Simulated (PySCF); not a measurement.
**Polarisability and C₆ of Ca²⁺ (calcium, charge +2)**

[Ar], closed-shell 1S. Computed with PySCF 2.14 in aug-cc-pwCVQZ-X2C (11s10p8d6f3g, 150 functions), with scalar relativity by spin-free X2C-1e. Coupled (time-dependent) response in atomic units; α is the mean over directions.

| method | mean α (bohr³) | C₆ (like pair) | S(−4) |
| --- | --- | --- | --- |
| MN15 | 3.231 | 10.35 | 2.000 |

S(−4) is the Cauchy moment in α(ω) = α(0) + S(−4) ω² + …

α(iu) at MN15:

| u (hartree) | α(iu) (bohr³) |
| --- | --- |
| 0 | 3.231 |
| 0.0500 | 3.226 |
| 0.100 | 3.211 |
| 0.200 | 3.153 |
| 0.300 | 3.061 |
| 0.500 | 2.802 |
| 0.750 | 2.409 |
| 1.00 | 2.021 |
| 1.50 | 1.399 |
| 2.00 | 0.9918 |
| 3.00 | 0.5593 |
| 5.00 | 0.2515 |

A single London oscillator, α(iu) = α/(1 + u²/ω²), gives C₆ = (3/4) ω α². Matching the computed C₆ needs ω = 4 × 10.35 / (3 × 3.231²) = 1.32 hartree.

For an ion, C₆ is the dispersion term alone; charge-induced terms of lower order in 1/R come first.
